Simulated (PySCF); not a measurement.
# How the functional moves excitation energies

Compound: trichlorogallium, GaCl₃.
Structure used (PBE0-D3(BJ)/def2-SVP), in Å, numbered top down from 1:
```xyz
4
GaCl3 angstrom
Cl    -0.822    1.949   -0.008
Ga     0.005   -0.003   -0.011
Cl     2.112   -0.241    0.004
Cl    -1.275   -1.695   -0.030
```

Linear-response calculations in the def2-SVPD basis (PySCF; singlets by full response, triplets Tamm–Dancoff, core orbitals frozen in the response; HF means time-dependent Hartree–Fock). 'Strongest' is the level of largest summed f among the singlets computed (10 roots, of which the last may lack a degenerate partner); it can jump between rows when another state enters that window. S1 is the lowest singlet of each run and needn't be the same state throughout; f(S1) is that of one state. Geometry: PBE0-D3(BJ)/def2-SVP; no solvent, vibrations or thermal averaging. The LDA/def2-SVPD calculation is non-relativistic and has no spin–orbit coupling, an omission that weighs most on gallium.

```csv
functional,kind,S1 (eV),f(S1),strongest (eV),T1 (eV),HOMO (eV),gap (eV),"ionisation energy, ΔSCF (eV)"
LDA,LDA,4.96,0.000,5.40,4.69,-8.27,4.79,11.17
PBE,GGA,5.08,0.000,5.51,4.79,-8.15,4.94,11.01
B3LYP,"global hybrid, 20% exact exchange",5.58,0.000,6.80,5.25,-9.26,6.67,11.47
PBE0,"global hybrid, 25% exact exchange",5.88,0.000,7.06,5.53,-9.58,7.29,11.61
BHandHLYP,"global hybrid, 50% exact exchange",6.45,0.000,7.52,6.06,-10.82,9.42,12.00
CAM-B3LYP,range-separated hybrid,6.09,0.000,7.20,5.72,-10.93,9.58,11.96
wB97X-D,range-separated hybrid,6.16,0.000,7.24,5.81,-11.46,10.83,11.97
LC-wPBE,range-separated hybrid,6.76,0.000,7.80,6.31,-12.43,12.28,12.51
HF,Hartree–Fock,7.78,0.000,8.79,7.26,-12.89,13.55,not settled
```

S1 runs from 4.96 eV (LDA) to 7.78 eV (HF), a spread of 2.82 eV, while the orbital gap spreads over 8.8 eV. Along PBE (0%), B3LYP (20%), PBE0 (25%), BHandHLYP (50%), HF (100%) S1 rises with the share of exact exchange. −ε(HOMO) comes closest to its own ΔSCF ionisation energy with LC-wPBE (-0.08 eV) and misses most with LDA (-2.90 eV). 'Not settled' means that the ion's SCF failed to converge or may have ended in another state than the lowest.
